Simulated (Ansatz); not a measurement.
Input file for H8InNO2Si2 (`[NH2][In]([O][SiH3])[O][SiH3]`):

```yaml
crystal:
  periodic: [false, false, false]
  atoms:
    - {symbol: N, position_ang: [-3.263063, 0.528801, 0.662421]}
    - {symbol: In, position_ang: [-1.335147, 0.254413, 0.222646]}
    - {symbol: O, position_ang: [-0.712833, -1.248029, -0.887735]}
    - {symbol: Si, position_ang: [0.709241, -1.930711, -1.297441]}
    - {symbol: O, position_ang: [0.095897, 1.336293, 1.034990]}
    - {symbol: Si, position_ang: [1.719762, 1.436844, 0.940162]}
    - {symbol: H, position_ang: [-3.912397, 0.187482, -0.032430]}
    - {symbol: H, position_ang: [-3.513203, 1.473989, 0.917749]}
    - {symbol: H, position_ang: [1.685918, -1.881566, -0.170200]}
    - {symbol: H, position_ang: [1.323286, -1.238974, -2.465571]}
    - {symbol: H, position_ang: [0.477177, -3.355390, -1.657897]}
    - {symbol: H, position_ang: [2.375465, 0.508701, 1.903134]}
    - {symbol: H, position_ang: [2.140149, 2.828107, 1.259185]}
    - {symbol: H, position_ang: [2.209748, 1.100040, -0.429011]}
basis:
  gaussian: {orbitals: def2-SVP}
correlation: {method: ccsd_t}
```

```sh
$ ansatz run in.yaml --threads 4 --pin off --events-out ev --progress --plain --max-ram 11315MiB
```

Output of Ansatz, abridged:

```
Functional definition: HF
  name "HF"
  cite "Fock, Z. Phys. 61, 126 (1930) doi:10.1007/BF01340294"
  parent pbe
  exchange = exact_x
  correlation = 0
1477 factors; integrals over basis functions are off by at most 1.1e-3 eV
mean field evaluation 1: about -26542.4627 eV, gradient 5.7e1 eV
mean field evaluation 2: about -26542.4863 eV, gradient 5.7e1 eV
mean field evaluation 4: about -26549.1520 eV, gradient 3.8e0 eV
mean field evaluation 8: about -26549.2077 eV, gradient 5.0e-4 eV
mean field -26549.20767891 eV, -975.6653865005 hartree, gradient 1.5e-6 eV, S^2 0.000000; 0 other end points of the search recorded, 0 dependent functions left out
17 core orbitals not correlated: weight in the atoms' cores, before any rotation towards them, 1.000 or more for the frozen orbitals, at most 0.000 for the correlated occupied ones
reference -26549.20767891 eV, -975.6653865005 hartree; 23, 23 occupied and 104, 104 virtual orbitals, 1477 factors
second order -22.65615212 eV of doubles, -0.00000000 eV of singles
cycle   1  -23.28500013 eV  change   -6.3e-1 eV  update   1.4e-1
cycle   2  -23.99966636 eV  change   -7.1e-1 eV  update   4.2e-2
cycle   3  -24.21779259 eV  change   -2.2e-1 eV  update   2.4e-2
cycle   4  -24.20973871 eV  change    8.1e-3 eV  update   6.0e-3
cycle   5  -24.20574679 eV  change    4.0e-3 eV  update   2.6e-3
cycle   6  -24.20651303 eV  change   -7.7e-4 eV  update   9.1e-4
cycle   7  -24.20608423 eV  change    4.3e-4 eV  update   3.6e-4
cycle   8  -24.20597081 eV  change    1.1e-4 eV  update   1.4e-4
cycle   9  -24.20602850 eV  change   -5.8e-5 eV  update   6.0e-5
cycle  10  -24.20603087 eV  change   -2.4e-6 eV  update   2.4e-5
perturbative correction -0.61731187 eV, -0.0226857927 hartree
Total energy: -26574.03102164 eV, -976.5776275201 hartree
```

Run time 36 s (4 threads of an Arm Neoverse V2 on a shared host); peak host memory 1.2 GiB.

The correlation energy is -24.823 eV, 2.5 % of it from (T); the T1 diagnostic reads 0.0141.
